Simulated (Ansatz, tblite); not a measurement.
Cost and result up the ladder for the cluster Ge4F8 (12 atoms). Charge 0, multiplicity 1. Geometry: PBE-D4/def2-SVP.

```xyz
12

Ge   -2.261   -0.235   -1.235
Ge   -0.895   -1.532    1.985
Ge   -0.448    1.536   -0.487
Ge    1.471   -0.148   -0.148
F    -2.168   -1.267    0.498
F     0.106    2.282   -1.993
F    -0.715   -1.014   -1.778
F     0.597   -1.698    0.688
F     2.633    0.055    1.149
F    -0.585    0.245    1.990
F    -0.124    2.831    0.657
F     2.390   -1.053   -1.326
```

Ansatz on 4 threads of Intel Xeon 6975P-C on a shared host; xTB runs through tblite on one thread. Times are rough, summed over both states, and most runs start from the orbitals of an earlier one. PBE0-D4/def2-SVP serves as the yardstick here, not as an exact answer. The other state is a triplet at its own geometry.

The xTB rows come from tblite. Correlated methods freeze 44 core orbitals; core or outer-core shells of Ge are correlated, in sets that lack core-valence functions. The structure comes from a short search, and lower isomers may exist.

xTB has no spin-polarisation term.

| level | functions | wall time | triplet − singlet (eV) | difference from PBE0-D4/def2-SVP (eV) |
| --- | --- | --- | --- | --- |
| GFN2-xTB | 68 | 0.031 s | 2.31 | 0.28 |
| GFN1-xTB | 68 | 0.034 s | 2.08 | 0.06 |
| PBE-D4/def2-SVP | 240 | 7.6 s | 1.92 | -0.11 |
| PBE0-D4/def2-SVP | 240 | 17 s | 2.02 | 0.00 |
| MP2/def2-SVP | 240 | 23 s | 2.31 | 0.29 |
